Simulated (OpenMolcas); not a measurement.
Cr4+ among 5 point charges of -2.6 e arranged as a trigonal bipyramid (D3h), 1.71 Å from the ion, with the axial distance 1.402 Å.
```
   1.7100    0.0000    0.0000  -2.60
  -0.8550    1.4809    0.0000  -2.60
  -0.8550   -1.4809    0.0000  -2.60
   0.0000    0.0000    1.4022  -2.60
   0.0000    0.0000   -1.4022  -2.60
```

```yaml
Program: OpenMolcas
Method: "SS-CASPT2, IPEA 0.25 Eh, imaginary shift 0.1 Eh (closed shells correlated: 3s 3p)"
Basis: ANO-RCC-VDZP [5s4p2d1f]
Scalar_Hamiltonian: DKH2, point nucleus
Active_space: 2 electrons in 5 orbitals (3d)
State_averaging: 2S+1 = 3 even, 10 roots; 2S+1 = 1 even, 15 roots
Spin-orbit_coupling: RASSI with atomic mean-field integrals over the reference wave functions
```

(1) What is the spin-free ground state (labels of D3, the rotations of D3h)?

(2) Where is the first state of the same spin?

(3) What are the lowest two levels with spin-orbit coupling?

(4) What is χT at 300 K, and how does it compare with the textbook value?

Answers

(1) 3A2, 1-fold in its orbital part, 64 % from free-ion F terms; it has the highest spin that d2 allows.

(2) 3A2 at 901 cm-1 above the ground state.

(3) A 1-fold level A1, then a 2-fold level E 51 cm-1 above it. Their leading multiplicities are 3 (100 %) and 3 (100 %).

(4) The lowest level has 2S+1 = 3, for which the spin-only value is χT = S(S+1) / 2 = 1.000 cm3 K/mol (g = 2). The computed 0.891 at 300 K differs by -0.109, through orbital momentum, spin-orbit coupling and any other state in reach.

Roots that are degenerate in the reference are averaged as groups; the widest CASPT2 spread within a group is 200 cm-1 (the 2-fold group of multiplicity 1 near 24700 cm-1 above the lowest state of its run). Shifts and gaps below about the spread of the groups concerned are not significant. Free-ion shares, where given, are those of the reference states; single-state CASPT2 does not remix them. This is an electrostatic model: the charges have no orbitals. No measured value stands beside these numbers.
